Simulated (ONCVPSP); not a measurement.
rhenium (Re), ONCV: configuration errors across variants

ONCVPSP 4.0.1 input, shortened (lines: element, Z, core and valence counts, functional; n l f; lmax; l rc ep ncon nbas qcut; lloc lpopt rc5 dvloc0; l nproj debl; icmod fcfact rcfact), PBEsol, scalar-relativistic:

```
  Re 75.00   10    4  -116133      upf
    1    0    2.00
    2    0    2.00
    2    1    6.00
    3    0    2.00
    3    1    6.00
    3    2   10.00
    4    0    2.00
    4    1    6.00
    4    2   10.00
    4    3   14.00
    5    0    2.00
    5    1    6.00
    5    2    6.00
    6    0    1.00
    2
    0    1.50    0.00    4    8    9.10
    1    1.50    0.00    4    7    7.30
    2    2.75    0.00    4    8    6.40
    4    2    1.40    0.00
    0    2    2.10
    1    2    3.00
    2    2    3.50
    3    1.50    1.30
```

All-electron excitation energies from the reference (eV): (1) 5s2 5p6 5d5 6s2 -0.950; (2) 5s2 5p6 5d5 6s1 8.343; (3) 5s2 5p6 5d5 6s0 24.687; (4) 5s2 5p6 5d4 6s2 6p1 4.154.

3 further variants failed, have other tests or another functional or relativity, and are left out.

Errors AE − PS in meV (a dash: test not solved or not reliable):

```tsv
change	(1)	(2)	(3)	(4)	bound ghosts	GHOST(+) flags above zero
base	+11	+2.5	-7.8	+40	none	s
d: rc 2.3	+4.2	+0.6	-3.9	+7.9	none	s
d: nbas 9	+11	+2.5	-7.8	+40	none	s
core correction Teter function, fcfact 4.6, rcfact 1.3	+11	+2.5	-7.8	+39	none	s
local potential polynomial inside 1.40 bohr (lpopt 2, dvloc0 -3 Ha)	+11	+3.6	-4.4	+42	none	s
core correction none	+11	+2.4	-7.8	+40	none	s
```

(1) Give the same row for: d: debl 0.65.

Answers

(1) +12, +4.5, -2.1, +44; bound ghosts: none; GHOST(+) flags above zero: s.
